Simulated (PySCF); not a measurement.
# What a mistake does to a calculation on Cl2GeHO

These are calculations, not measurements. They come from PySCF 2.14.0, an open-source quantum chemistry program, on an isolated molecule that a program drew, which may never have been made. The molecule is Cl2GeHO (charge 0, doublet), drawn as the SMILES string `[OH][Ge]([Cl])[Cl]`.

Each row is a Hartree-Fock (HF) and frozen-core CCSD(T) single point in the cc-pV(D+d)Z basis, meant for a local HF minimum. Run 1 is clean. Each other run has one planted mistake out of seven kinds, and not every kind appears here: one electron removed, one electron added, multiplicity raised by two, geometry at a saddle point, minimal basis STO-3G, one bond length entered in bohr, all coordinates scaled. The reference is restricted for singlets and unrestricted otherwise, and also for a bond in bohr. Adding or removing an electron swaps singlet and doublet. Electrons count all cores. HOMO and LUMO are orbital energies over both spins, the gradient is its largest component, and the lowest frequency (negative if imaginary) is given only where the gradient is small. Bond lengths are over the 4 bonds as drawn. T1 is the CCSD diagnostic: over 0.02 (restricted) or 0.045 (unrestricted) a single reference is doubtful. Germanium has the cc-pVDZ-PP basis, with a core potential (ECP10MDF) in place of its 10 inner electrons, and its 3s, 3p and 3d shells are frozen in CCSD(T).

Geometry of the clean run:
```xyz
5
Cl2GeHO, angstrom
O     0.2557    0.8827   -1.5640
Ge   -1.2955    0.7113   -0.7541
Cl   -1.6912   -1.4035   -0.6378
Cl   -1.1099    1.5469    1.2412
H     0.7826    1.6185   -1.2779
```

```
run  electrons  basis functions  <S^2>  HOMO (eV)  LUMO (eV)  gradient (hartree/bohr)  lowest frequency (cm^-1)  mean bond (Å)  longest bond (Å)      T1  HF (hartree)  CCSD(T) (hartree)                          mistake
  1         75               88  0.761     -10.36      -0.30                  6.4e-06                       133         1.7583             2.171  0.0149   -1287.92120        -1288.50266                         no fault
  2         75               88  0.755      -9.55       0.84                  8.6e-02                         -         1.6317             2.015  0.0121   -1287.88390        -1288.45421           all coordinates scaled
  3         75               88  3.768      -4.42      -3.03                  1.6e-01                         -         1.7583             2.171  0.0383   -1287.64779        -1288.21646       multiplicity raised by two
  4         75               88  0.756      -9.90      -1.24                  2.8e-02                         -         2.2412             4.103  0.0166   -1287.86482        -1288.43522  one bond length entered in bohr
  5         76               88  0.000      -2.19       9.33                  7.8e-02                         -         1.7583             2.171  0.0116   -1287.96592        -1288.56372               one electron added
  6         74               88  0.000     -18.63      -8.48                  6.5e-02                         -         1.7583             2.171  0.0214   -1287.57330        -1288.17367                                ?
```

**Which mistake was planted in run 6, and what did it cost?**

It counts 74 electrons, one fewer than the clean run, at the same geometry and basis. So the mistake is: one electron removed. Subtracting run 1 and multiplying by 627.51 kcal/mol a hartree, the energy moved by 218.3 kcal/mol in HF and 206.4 kcal/mol in CCSD(T).

Cautions from the logs. Run 6: T1 is over the limit, so its CCSD(T) energy is less reliable.
